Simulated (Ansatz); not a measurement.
System: sum formula SiNH2Br3 (charge 0, singlet). SMILES: N[Si](Br)(Br)Br
Geometry from a B3LYP-D3(BJ)/def2-TZVP (Ansatz, an electronic-structure program) optimisation:
```
Si
N 1 1.6892
H 2 1.0080 1 120.73
H 2 1.0080 3 112.99 1 -153.88
Br 1 2.2154 2 107.85 3 164.41
Br 1 2.2154 2 107.85 3 43.72
Br 1 2.2308 2 115.05 3 -75.93
```

Wanted: vertical ionisation energy (to the doublet state of charge +1; each state is the SCF solution reached for its spin; for the doublet T1 is 0.046), in eV. Correlated levels leave the core frozen unless marked. UHF or UKS for open shells. No spin-orbit coupling. The frozen core is the preceding noble-gas configuration, with the filled d and f shells of earlier blocks. Non-relativistic. CBS(X,Y): correlation extrapolated as X^-3; Hartree-Fock from the larger set. [CCSD(T)-MP2]/basis is that difference in the basis named.

```csv
level,program,vertical ionisation energy (eV),minus last row
HF/def2-QZVPPD,Ansatz,9.40,-1.17
SVWN5/def2-TZVPD,Ansatz,9.65,-0.92
PBE/def2-TZVPD,Ansatz,9.45,-1.12
r2SCAN/def2-TZVPD,Ansatz,9.71,-0.86
PBE0/def2-TZVPD,Ansatz,9.98,-0.59
CAM-B3LYP/def2-TZVPD,Ansatz,10.32,-0.25
wB97M-V/def2-TZVPD,Ansatz,10.42,-0.15
B2PLYP/def2-TZVPD,Ansatz,10.21,-0.36
MP2/def2-SVPD,Ansatz,10.75,0.18
MP2/def2-TZVPPD,Ansatz,10.79,0.22
"MP2/CBS(def2-TZVPPD,def2-QZVPPD)",Ansatz,10.93,0.36
"RI-MP2/CBS(def2-TZVPPD,def2-QZVPPD)",Ansatz,10.93,0.36
SCS-MP2/def2-SVPD,Ansatz,10.67,0.10
SCS-MP2/def2-TZVPPD,Ansatz,10.71,0.14
CCSD/def2-QZVPPD,Ansatz,10.50,-0.07
"CCSD/CBS(def2-TZVPPD,def2-QZVPPD)",Ansatz,10.58,0.01
CCSD(T)/def2-SVPD,Ansatz,10.29,-0.28
CCSD(T)/def2-TZVPPD,Ansatz,10.38,-0.19
"RI-MP2/CBS(def2-TZVPPD,def2-QZVPPD)+[CCSD(T)-MP2]/def2-SVPD",Ansatz,10.48,-0.09
"RI-MP2/CBS(def2-TZVPPD,def2-QZVPPD)+[CCSD(T)-MP2]/def2-QZVPPD",Ansatz,10.55,-0.02
"CCSD(T)/CBS(def2-TZVPPD,def2-QZVPPD)",Ansatz,10.57,0.00
```
